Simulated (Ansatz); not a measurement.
Gas-phase reaction R1 + R2 → P1 + P2, each structure at its B3LYP-D3(BJ)/def2-TZVP stationary point, reached from a drawn start (curvature not checked).
P1: H atom, charge 0, multiplicity 2.
R1: H2 (SMILES [H][H]), charge 0, multiplicity 1.
R2: O atom, charge 0, multiplicity 3.
P2: OH (SMILES [OH]), charge 0, multiplicity 2.

P less R. No zero-point or thermal terms; singlets are restricted closed shells; open shells are unrestricted; no spin–orbit coupling.

Correlated levels freeze the cores. CBS: X⁻³ extrapolation of the correlation energy, Hartree–Fock from the larger set.

Codes used: Ansatz (Gaussian orbitals). No computed number here is a measurement.

```csv
level,reaction energy (kJ/mol)
HF/aug-cc-pVDZ,59.5
HF/aug-cc-pVTZ,65.1
wB97X-V/def2-TZVPPD,2.2
MP2/aug-cc-pVDZ,-4.7
"MP2/CBS(aug-cc-pVTZ, aug-cc-pVQZ)",-10.5
SCS-MP2/aug-cc-pVDZ,8.9
CCSD/aug-cc-pVDZ,22.3
CCSD/aug-cc-pVQZ,19.3
"CCSD(T)/CBS(aug-cc-pVTZ, aug-cc-pVQZ)",…
```

### Question
What belongs in the gaps?

### Answer

- CCSD(T)/CBS(aug-cc-pVTZ, aug-cc-pVQZ), reaction energy (kJ/mol): 9.6

Ansatz is an electronic-structure program.
